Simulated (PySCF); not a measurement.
BeF2, SMILES [F][Be][F]. Atoms are numbered in the order given.

```xyz
3

Be     0.0000     0.0000     0.0000
F      0.0000     0.0000    -1.3783
F      0.0000     0.0000     1.3783
```

Geometry: PBE0-D3(BJ)/def2-TZVP. The isomer is the one that the SMILES or the coordinates give; other isomers of the formula were not compared.

Calculation: PBE0/pcJ-2 (PySCF).

Isotropic couplings with Fermi-contact, spin-dipole and both spin-orbit terms, one fixed conformer, no vibrational averaging. Isotopes: 19F.

### Question
Estimate the spin–spin coupling constants. (Estimate from the structure and the level; the computed values follow.)

### Answer

```json
[
 {"pair": "F2–F3", "bonds apart": "2", "J (Hz)": "59.3"}
]
```
